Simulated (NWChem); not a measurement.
# C$_{3}$H$_{7}$Cl; SMILES CC(C)Cl

Computed with NWChem. Pople sets run with spherical d functions. Structure relaxed at the PBE0/def2-SVP level. Total energies compare along this basis series because the functional is fixed.

```json
[
 {"level": "B3LYP/STO-3G", "basis functions": "31", "energy (Ha)": "-572.3162", "highest occupied level (eV)": "-6.01", "orbital gap (eV)": "10.04", "dipole (D)": "2.38"},
 {"level": "B3LYP/3-21G", "basis functions": "54", "energy (Ha)": "-575.9012", "highest occupied level (eV)": "-7.85", "orbital gap (eV)": "8.94", "dipole (D)": "2.49"},
 {"level": "B3LYP/6-31G*", "basis functions": "74", "energy (Ha)": "-578.7376", "highest occupied level (eV)": "-7.86", "orbital gap (eV)": "8.78", "dipole (D)": "2.24"},
 {"level": "B3LYP/6-31+G*", "basis functions": "90", "energy (Ha)": "-578.7432", "highest occupied level (eV)": "-8.05", "orbital gap (eV)": "8.16", "dipole (D)": "2.32"},
 {"level": "B3LYP/def2-SVP", "basis functions": "95", "energy (Ha)": "-578.5259", "highest occupied level (eV)": "-7.73", "orbital gap (eV)": "8.82", "dipole (D)": "1.93"},
 {"level": "B3LYP/def2-SVPD", "basis functions": "143", "energy (Ha)": "-578.5436", "highest occupied level (eV)": "-8.10", "orbital gap (eV)": "8.39", "dipole (D)": "2.26"},
 {"level": "B3LYP/def2-TZVP", "basis functions": "172", "energy (Ha)": "-578.8208", "highest occupied level (eV)": "-8.00", "orbital gap (eV)": "8.56", "dipole (D)": "2.13"},
 {"level": "B3LYP/6-311++G**", "basis functions": "145", "energy (Ha)": "-578.8082", "highest occupied level (eV)": "-8.07", "orbital gap (eV)": "7.74", "dipole (D)": "2.27"},
 {"level": "B3LYP/aug-cc-pVTZ", "basis functions": "349", "energy (Ha)": "-578.8287", "highest occupied level (eV)": "-8.06", "orbital gap (eV)": "7.67", "dipole (D)": "2.22"}
]
```
